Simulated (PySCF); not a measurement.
YF2, SMILES [F][Y+][F], charge +1. Atoms are numbered in the order given.

```xyz
3

Y      0.0000     0.0000     0.3396
F      0.0000    -1.5909    -0.7358
F      0.0000     1.5909    -0.7358
```
Charge +1, spin multiplicity 1.

Coordinates come from a B3LYP-D3(BJ)/def2-TZVP optimisation. The spin state was assumed, not searched. The isomer is the one that the SMILES or the coordinates give; other isomers of the formula were not compared. The def2 effective core potentials stand for the cores of Y; spin–orbit coupling is left out.

Method: PBE/def2-TZVPD (PySCF).

Gas-phase values at a fixed geometry.

Computed frontier levels, gap, dipole moment and polarisability:
```yaml
highest_occupied_level: -14.47 eV
lowest_empty_level: -8.90 eV
orbital_gap: 5.57 eV
dipole_moment_about_the_centre_of_nuclear_charge: 6.40 D
mean_static_polarisability: 23.8 bohr³ (3.53 Å³)
polarisability_principal_values: 16.1, 22.2, 33.3 bohr³
```
